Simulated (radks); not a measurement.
Sc3+, configuration [Ar] (the NIST ground configuration). All-electron calculation, non-relativistic Kohn-Sham, TPSS, spin-polarised, spherical densities, point nucleus; meta-GGA in the generalised Kohn-Sham scheme. Program: a radial shooting solver on a logarithmic mesh with Libxc functionals.

Normalised radial functions P(r) = r R(r), r in bohr:

r,2s,3s
0.003006,0.1546,0.0570
0.003821,0.1932,0.0712
0.004819,0.2384,0.0879
0.006078,0.2927,0.1079
0.007665,0.3566,0.1315
0.009744,0.4332,0.1597
0.01229,0.5164,0.1903
0.0155,0.6059,0.2232
0.01954,0.6963,0.2563
0.02484,0.7810,0.2870
0.03133,0.8396,0.3077
0.03951,0.8550,0.3118
0.05023,0.7991,0.2885
0.06335,0.6477,0.2286
0.07989,0.3785,0.1239
0.1007,-0.0140,-0.0267
0.1281,-0.5235,-0.2178
0.1615,-1.0486,-0.4037
0.2037,-1.4996,-0.5371
0.2569,-1.7577,-0.5536
0.3266,-1.7389,-0.3939
0.4118,-1.4526,-0.0624
0.5194,-1.0081,0.3783
0.655,-0.5670,0.8002
0.8327,-0.2407,1.0603
1.05,-0.0783,1.0481
1.324,-0.0178,0.8215
1.684,-0.0024,0.4946
2.123,-0.0002,0.2298
2.677,0.0000,0.0787
3.377,0.0000,0.0184

2s: eigenvalue -505.14 eV, 1 radial node at r = 0.100 bohr, <r> = 0.345 bohr, 90 % of the charge inside 0.537 bohr. 3s: eigenvalue -86.530 eV, 2 radial nodes at r = 0.0971, 0.427 bohr, <r> = 1.06 bohr, 90 % of the charge inside 1.58 bohr.
